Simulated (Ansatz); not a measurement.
Geometry optimisation, RKS PBE/def2-SVP in Ansatz 0.2.0.

Input:

```yaml
crystal:
  periodic: [false, false, false]
  atoms:
    - { symbol: Mo, position_ang: [-0.085786, -0.094227, -0.157692] }
    - { symbol: Cl, position_ang: [-0.062993, 0.065395, 2.150709] }
    - { symbol: Cl, position_ang: [2.19714, -0.116606, -0.305284] }
    - { symbol: Cl, position_ang: [-0.24459, 2.184121, -0.433295] }
    - { symbol: F, position_ang: [-1.953583, -0.138206, -0.050666] }
    - { symbol: Cl, position_ang: [-0.120912, -2.411362, 0.050431] }
    - { symbol: Cl, position_ang: [-0.26738, -0.344217, -2.460029] }
    - { symbol: Br, position_ang: [1.985596, 2.382561, 1.719459] }
    - { symbol: H, position_ang: [1.961607, 1.461441, 2.912767] }
basis:
  gaussian: { orbitals: def2-SVP }
hamiltonian:
  xc: pbe
relax:
  f_tol: 0.03
  max_steps: 50
output:
  orbitals: {}
```

Command:

```bash
$ ansatz run input.yaml --threads 4 --pin off --max-ram 5120MiB --backend cpu --events-out ev --progress --plain --runs-dir out
```

Q: Where does it end, and by what steps?

A: The forces met the threshold. The force dipped under the threshold on the way, but the program's further checks kept it going. After 13 steps the energy has fallen by 0.491 eV; Br8 moved furthest, 0.71 Å.

```json
{"step": "0", "energy less start (eV)": "0.0000", "largest force component (eV/Å)": "1.774", "accepted": "yes"}
{"step": "1", "energy less start (eV)": "-0.3022", "largest force component (eV/Å)": "0.641", "accepted": "yes"}
{"step": "2", "energy less start (eV)": "-0.4135", "largest force component (eV/Å)": "0.200", "accepted": "yes"}
{"step": "3", "energy less start (eV)": "-0.4457", "largest force component (eV/Å)": "0.107", "accepted": "yes"}
{"step": "4", "energy less start (eV)": "-0.4514", "largest force component (eV/Å)": "0.468", "accepted": "yes"}
{"step": "5", "energy less start (eV)": "-0.4595", "largest force component (eV/Å)": "0.208", "accepted": "yes"}
{"step": "6", "energy less start (eV)": "-0.4628", "largest force component (eV/Å)": "0.137", "accepted": "yes"}
{"step": "7", "energy less start (eV)": "-0.4714", "largest force component (eV/Å)": "0.313", "accepted": "yes"}
{"step": "8", "energy less start (eV)": "-0.4757", "largest force component (eV/Å)": "0.478", "accepted": "yes"}
{"step": "9", "energy less start (eV)": "-0.4574", "largest force component (eV/Å)": "0.460", "accepted": "no"}
{"step": "10", "energy less start (eV)": "-0.4881", "largest force component (eV/Å)": "0.092", "accepted": "yes"}
{"step": "11", "energy less start (eV)": "-0.4901", "largest force component (eV/Å)": "0.027", "accepted": "yes"}
{"step": "12", "energy less start (eV)": "-0.4907", "largest force component (eV/Å)": "0.032", "accepted": "yes"}
{"step": "13", "energy less start (eV)": "-0.4908", "largest force component (eV/Å)": "0.011", "accepted": "yes"}
```

```xyz
9
Properties=species:S:1:pos:R:3
Mo -0.121 -0.199 -0.191
Cl -0.028 -0.091 2.161
Cl 2.173 -0.222 -0.285
Cl -0.140 2.106 -0.265
F -1.982 -0.176 -0.038
Cl -0.206 -2.505 -0.050
Cl -0.307 -0.309 -2.485
Br 2.458 2.734 2.116
H 1.562 1.651 2.463
```

Whether the end is a true minimum wasn't checked by a vibrational analysis.

Time of the run: 63 s on 4 threads of Arm Neoverse V2 (shared host), peak memory 0.35 GiB.
